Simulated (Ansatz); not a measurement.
Program: Ansatz. Geometries: PBE0-D4/def2-TZVP. ΔE: electronic, gas phase. CCSD(T)/CBS is the MP2 limit (def2-TZVPP, def2-QZVPP) plus CCSD(T) − MP2 in def2-TZVPP, frozen cores. DFT in def2-TZVPP. B3LYP here is the variant with VWN-RPA as its local correlation; programs differ in this. HSE06 is defined as in plane-wave codes. For Se, Zn outer-core shells are correlated without core-valence functions, which leaves a few kJ/mol of doubt a bond. Scalar relativity is left out up to krypton. Each species was taken in one conformer, which may not be the lowest.

`[SiH3]O[CH2][ZnH]` + H₂Se → `[SiH3][SeH]` + `O[CH2][ZnH]`  (ligand exchange at the Si–O bond)

```json
{"level": "LDA (SPW92)", "ΔE (kJ/mol)": "27.7", "difference from CCSD(T)/CBS": "-8.0"}
{"level": "PBE-D4", "ΔE (kJ/mol)": "21.8", "difference from CCSD(T)/CBS": "-13.9"}
{"level": "revPBE-D4", "ΔE (kJ/mol)": "23.5", "difference from CCSD(T)/CBS": "-12.2"}
{"level": "BLYP-D4", "ΔE (kJ/mol)": "37.0", "difference from CCSD(T)/CBS": "1.3"}
{"level": "r2SCAN-D4", "ΔE (kJ/mol)": "32.2", "difference from CCSD(T)/CBS": "-3.5"}
{"level": "B97M-V", "ΔE (kJ/mol)": "40.1", "difference from CCSD(T)/CBS": "4.4"}
{"level": "B3LYP-D4", "ΔE (kJ/mol)": "39.0", "difference from CCSD(T)/CBS": "3.3"}
{"level": "r2SCANh-D4", "ΔE (kJ/mol)": "32.6", "difference from CCSD(T)/CBS": "-3.1"}
{"level": "r2SCAN0-D4", "ΔE (kJ/mol)": "33.2", "difference from CCSD(T)/CBS": "-2.5"}
{"level": "HSE06-D4", "ΔE (kJ/mol)": "25.2", "difference from CCSD(T)/CBS": "-10.5"}
{"level": "BHLYP-D4", "ΔE (kJ/mol)": "43.8", "difference from CCSD(T)/CBS": "8.1"}
{"level": "ωB97X-V", "ΔE (kJ/mol)": "37.8", "difference from CCSD(T)/CBS": "2.1"}
{"level": "ωB97M-V", "ΔE (kJ/mol)": "37.9", "difference from CCSD(T)/CBS": "2.2"}
{"level": "PBE-QIDH", "ΔE (kJ/mol)": "32.4", "difference from CCSD(T)/CBS": "-3.3"}
{"level": "PBE", "ΔE (kJ/mol)": "20.2", "difference from CCSD(T)/CBS": "-15.5"}
{"level": "revPBE", "ΔE (kJ/mol)": "17.4", "difference from CCSD(T)/CBS": "-18.3"}
{"level": "BLYP", "ΔE (kJ/mol)": "33.7", "difference from CCSD(T)/CBS": "-2.0"}
{"level": "r2SCAN", "ΔE (kJ/mol)": "31.5", "difference from CCSD(T)/CBS": "-4.2"}
{"level": "PBE0", "ΔE (kJ/mol)": "24.1", "difference from CCSD(T)/CBS": "-11.6"}
{"level": "r2SCANh", "ΔE (kJ/mol)": "31.9", "difference from CCSD(T)/CBS": "-3.8"}
{"level": "r2SCAN0", "ΔE (kJ/mol)": "32.4", "difference from CCSD(T)/CBS": "-3.3"}
{"level": "HSE06", "ΔE (kJ/mol)": "23.8", "difference from CCSD(T)/CBS": "-11.9"}
{"level": "BHLYP", "ΔE (kJ/mol)": "43.2", "difference from CCSD(T)/CBS": "7.5"}
{"level": "CAM-B3LYP", "ΔE (kJ/mol)": "44.1", "difference from CCSD(T)/CBS": "8.4"}
{"level": "LC-ωPBE", "ΔE (kJ/mol)": "32.6", "difference from CCSD(T)/CBS": "-3.1"}
{"level": "RPA@PBE/def2-TZVPP", "ΔE (kJ/mol)": "44.3", "difference from CCSD(T)/CBS": "8.6"}
{"level": "HF/def2-SVP", "ΔE (kJ/mol)": "45.9", "difference from CCSD(T)/CBS": "10.2"}
{"level": "MP2/def2-SVP", "ΔE (kJ/mol)": "43.2", "difference from CCSD(T)/CBS": "7.5"}
{"level": "CCSD(T)/def2-SVP", "ΔE (kJ/mol)": "44.1", "difference from CCSD(T)/CBS": "8.4"}
{"level": "HF/def2-TZVPP", "ΔE (kJ/mol)": "50.1", "difference from CCSD(T)/CBS": "14.4"}
{"level": "MP2/def2-TZVPP", "ΔE (kJ/mol)": "39.9", "difference from CCSD(T)/CBS": "4.2"}
{"level": "SCS-MP2/def2-TZVPP", "ΔE (kJ/mol)": "43.9", "difference from CCSD(T)/CBS": "8.2"}
{"level": "CCSD/def2-TZVPP", "ΔE (kJ/mol)": "42.4", "difference from CCSD(T)/CBS": "6.7"}
{"level": "CCSD(T)/def2-TZVPP", "ΔE (kJ/mol)": "40.9", "difference from CCSD(T)/CBS": "5.2"}
{"level": "HF/def2-QZVPP", "ΔE (kJ/mol)": "51.7", "difference from CCSD(T)/CBS": "16.0"}
{"level": "MP2/def2-QZVPP", "ΔE (kJ/mol)": "37.4", "difference from CCSD(T)/CBS": "1.7"}
{"level": "SCS-MP2/def2-QZVPP", "ΔE (kJ/mol)": "41.6", "difference from CCSD(T)/CBS": "5.9"}
{"level": "HF/CBS(def2)", "ΔE (kJ/mol)": "51.9", "difference from CCSD(T)/CBS": "16.2"}
{"level": "MP2/CBS(def2)", "ΔE (kJ/mol)": "34.6", "difference from CCSD(T)/CBS": "-1.1"}
{"level": "CCSD/CBS(def2)", "ΔE (kJ/mol)": "37.2", "difference from CCSD(T)/CBS": "1.5"}
{"level": "CCSD(T)/CBS", "ΔE (kJ/mol)": "35.7", "difference from CCSD(T)/CBS": "0"}
```

Largest T1 diagnostic among the species: 0.014.

In def2-TZVPP, CCSD(T) changes the Hartree–Fock value by −9.2 kJ/mol (the triples alone add −1.5 kJ/mol) and MP2 by −10.2 kJ/mol. Leaving LDA and LC-ωPBE aside and taking each functional with its dispersion term where it has one, the values, not all of them listed here, spread over 23.8 kJ/mol, from PBE-D4 to CAM-B3LYP-D4. LDA lies +7.5 kJ/mol from PBE without D4. At CCSD(T), def2-SVP lies +8.4 kJ/mol from the extrapolated value and def2-TZVPP +5.2 kJ/mol.
